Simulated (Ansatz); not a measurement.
The cluster Zr₃. Total charge 0; triplet. Geometry PBE0-D4/def2-TZVP, that of the charge +1 doublet; atoms count from 1.

```xyz
3

Zr   -1.4169   -0.5972   -0.1115
Zr    0.7862    0.3160   -1.2669
Zr    0.6307    0.2812    1.3783
```

In the def2 sets Zr takes a core potential; there is no spin–orbit coupling. The charge 0 triplet is spin-contaminated (final ⟨S²⟩ up to 2.48, 2.00 for a pure state). The structure comes from a short search, and lower isomers may exist.

(1) Estimate the Mulliken populations from the PBE0/def2-TZVP orbitals of Ansatz.

(2) Where does the spin sit?

(3) And the Mayer bond orders between heavy atoms (over 0.3)?

## Answers

(1) 
| atom | charge (e) | spin (α − β) | d electrons |
| --- | --- | --- | --- |
| Zr1 | -0.01 | 0.25 | 2.75 |
| Zr2 | 0.00 | 0.75 | 2.72 |
| Zr3 | 0.00 | 1.00 | 2.73 |
Mulliken values depend strongly on the basis.

(2) Summed by element: Zr 2.00, of 2 unpaired in all. Largest on single atoms: Zr3 1.00, Zr2 0.75, Zr1 0.25.

(3) Zr1–Zr2 2.20 (2.65 Å); Zr1–Zr3 2.13 (2.68 Å); Zr2–Zr3 2.14 (2.65 Å).
